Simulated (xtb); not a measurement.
Br2Ge, triplet, at a GFN2-xTB geometry (the spin is typed, not shown lowest); GFN0-xTB (xtb 6.7.1).

Here is a job for xtb.
```
$ xtb mol.xyz --gfn 0 --uhf 2 --acc 0.1 --json

# file mol.xyz
3

Ge     0.01662620     0.00626078     1.00353305
Br     1.08727208    -1.65040649    -0.46661885
Br    -1.10247318     1.64468236    -0.45089707
```

Problem. Predict the main parts of the log of this xtb run.

Solution. 
```
   ID    Z sym.   atoms
    1   32 Ge     1
    2   35 Br     2, 3

           -------------------------------------------------
          |                Calculation Setup                |
           -------------------------------------------------

           -------------------------------------------------
          |                 G F N 0 - x T B                 |
           -------------------------------------------------

          ...................................................
          :                      SETUP                      :
          :.................................................:
          :  # basis functions                  30          :
          :  # atomic orbitals                  27          :
          :  # shells                            9          :
          :  # electrons                        18          :
          :  electronic temp.          300.0000000     K    :
          :  accuracy                    0.1000000          :
          :  -> integral cutoff          0.3500000E+02      :
          :  -> integral neglect         0.1000000E-08      :
          ...................................................

         :::::::::::::::::::::::::::::::::::::::::::::::::::::
         ::                     SUMMARY                     ::
         :::::::::::::::::::::::::::::::::::::::::::::::::::::
         :: total energy              -9.267722486091 Eh    ::
         :: gradient norm              0.033258939144 Eh/a0 ::
         :: HOMO-LUMO gap              2.144098997602 eV    ::
         ::.................................................::
         :: H0 energy                 -9.153209254473 Eh    ::
         :: repulsion energy           0.002553199050 Eh    ::
         :: electrostat energy        -0.116337551963 Eh    ::
         :: -> Gsolv                   0.000000000000 Eh    ::
         ::    -> Gsasa                0.000000000000 Eh    ::
         ::    -> Gshift               0.000000000000 Eh    ::
         :: dispersion energy         -0.000728878705 Eh    ::
         :: short-range corr.          0.000000000000 Eh    ::
         :: add. restraining           0.000000000000 Eh    ::
         :: total charge               0.000000000000 e     ::
         :::::::::::::::::::::::::::::::::::::::::::::::::::::

           -------------------------------------------------
          |                Property Printout                |
           -------------------------------------------------

    * Orbital Energies and Occupations

         #    Occupation            Energy/Eh            Energy/eV
      -------------------------------------------------------------
         1        2.0000           -0.7308421             -19.8872
         2        2.0000           -0.7300131             -19.8647
         3        2.0000           -0.5827235             -15.8567
         4        2.0000           -0.4532161             -12.3326
         5        2.0000           -0.4380300             -11.9194
         6        2.0000           -0.4345772             -11.8254
         7        2.0000           -0.4277936             -11.6409
         8        1.9999           -0.4223896             -11.4938
         9        1.0001           -0.4045977             -11.0097
        10        1.0000           -0.3094411              -8.4203 (HOMO)
        11                         -0.2306469              -6.2762 (LUMO)
        12                         -0.2216677              -6.0319
        13                         -0.0530872              -1.4446
        14                         -0.0515330              -1.4023
        15                         -0.0510338              -1.3887
        16                         -0.0455014              -1.2382
        17                         -0.0435471              -1.1850
        18                         -0.0385839              -1.0499
        19                         -0.0381544              -1.0382
        20                         -0.0203350              -0.5533
        21                          0.0252388               0.6868
       ...                                ...                  ...
        27                          0.8635511              23.4984
      -------------------------------------------------------------
                  HL-Gap            0.0787942 Eh            2.1441 eV
             Fermi-level            0.0000000 Eh            0.0000 eV

     #   Z          covCN         q      C6AA      α(0)
     1  32 Ge       1.638     0.567   271.377    33.925
     2  35 Br       0.820    -0.283   188.263    22.136
     3  35 Br       0.820    -0.283   188.263    22.136

 Mol. C6AA /au·bohr⁶  :       1907.055211
 Mol. C8AA /au·bohr⁸  :     139964.437960
 Mol. α(0) /au        :         78.197793

Wiberg/Mayer (AO) data.
largest (>0.10) Wiberg bond orders for each atom

 ---------------------------------------------------------------------------
     #   Z sym  total        # sym  WBO       # sym  WBO       # sym  WBO
 ---------------------------------------------------------------------------
     1  32 Ge   2.530 --     2 Br   1.265     3 Br   1.265
     2  35 Br   1.523 --     1 Ge   1.265     3 Br   0.258
     3  35 Br   1.523 --     1 Ge   1.265     2 Br   0.258
 ---------------------------------------------------------------------------

Topologies differ in total number of bonds
Writing topology from bond orders to xtbtopo.mol

 dipole moment from electron density (au)
     X       Y       Z
  -0.0026  -0.0010  -0.1580  total (Debye):    0.402

           -------------------------------------------------
          | TOTAL ENERGY               -9.267722486091 Eh   |
          | GRADIENT NORM               0.033258939144 Eh/α |
          | HOMO-LUMO GAP               2.144098997602 eV   |
           -------------------------------------------------

normal termination of xtb
```
